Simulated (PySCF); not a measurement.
## Converging SnH⁺ in the basis (CCSD(T))

PySCF, RHF reference; singlet, unpaired electrons none; De to Sn⁺ + H without counterpoise correction. Frozen cores follow the default of each basis and core potential.

```csv
basis,relativity,functions,Re (Å),ωe (cm⁻¹),De (eV),frozen orbitals
cc-pVDZ-PP/cc-pVDZ,scalar-relativistic core potentials,28,1.759,1822,2.62,4
def2-SVPD,scalar-relativistic core potentials,40,1.764,1801,2.67,4
x2c-SVPall,spin-free X2C,41,1.757,1828,2.61,18
def2-TZVPPD,scalar-relativistic core potentials,73,1.747,1846,2.81,4
```

Question: How does each smaller set differ from the one with most functions, def2-TZVPPD?

Answer: cc-pVDZ-PP/cc-pVDZ: +1.2 pm, -1.3 % in ωe, -0.19 eV in De; def2-SVPD: +1.7 pm, -2.4 % in ωe, -0.14 eV in De; x2c-SVPall: +1.0 pm, -1.0 % in ωe, -0.20 eV in De. All at CCSD(T); the set with most functions is neither the basis-set limit nor always the best. The rows treat relativity differently, so the differences are not basis effects alone.

Correlated steps freeze the inner cores (4 to 18 orbitals); shallow outer-core shells are correlated. Correlated levels converge slowly with the basis: in double zeta they bind strong bonds too weakly, by up to about 1 eV, and carry superposition errors of some tenths. These are scalar-relativistic numbers at best; spin–orbit coupling would shift them, the dissociation energy most. For an ion De counts to the pair picked by the measured ionisation energies or electron affinities, which need not be the lowest pair at this level. Where the molecule has an RHF reference, its open-shell atoms are computed with UHF.
